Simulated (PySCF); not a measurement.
Values are calculated unless marked as measured or tabulated.
# Si3H8N2F

The system: Si3H8N2F, a small molecule (built as: Si site whose three back bonds go to NHSiH3, NHSiH3, F); neutral, doublet. The structure, one conformer, was relaxed in the gas phase by PBE0-D3(BJ)/def2-SVP. No frequency run checks that it is a minimum.

SMILES: F[Si](N[SiH3])N[SiH3]

```csv
atom,x (Å),y (Å),z (Å)
Si1,0.589,0.838,1.386
N2,-0.295,-0.641,1.506
Si3,-1.707,-1.033,0.547
N4,0.457,1.365,-0.257
Si5,1.118,0.552,-1.666
F6,2.134,0.484,1.788
H7,-0.082,-1.260,2.284
H8,-2.683,0.097,0.511
H9,-1.351,-1.375,-0.863
H10,-2.354,-2.219,1.183
H11,0.188,2.336,-0.387
H12,0.108,0.504,-2.768
H13,2.336,1.243,-2.192
H14,1.476,-0.830,-1.240
```

EPR values by unrestricted B3LYP, IGLO-III on F N Si, pcH-1 on H.

Question: Predict g and the largest hyperfine couplings. Where does the spin sit?

Answer: g = 2.0010, 2.0018, 2.0021. The spin sits on Si1 (85 %, bonded to 1 F + 2 N) by Mulliken populations.
```
atom  isotope  isotropic (MHz)  dipolar, principal values (MHz)
 Si1     29Si           -960.8               -119.2, 59.2, 60.0
  F6      19F            306.9            -116.4, -110.1, 226.5
  N4      14N             34.8                  -3.3, -2.8, 6.1
  N2      14N             27.2                 -5.7, -5.3, 11.0
 Si5     29Si            -23.0                   -7.3, 3.5, 3.8
  H7       1H             -8.1                 -8.2, -2.9, 11.1
```

Question: How do the isotropic couplings move with BHandHLYP?

Answer: Si1 -960.8 to -995.2 MHz, F6 306.9 to 330.4 MHz, N4 34.8 to 34.0 MHz, N2 27.2 to 28.4 MHz.
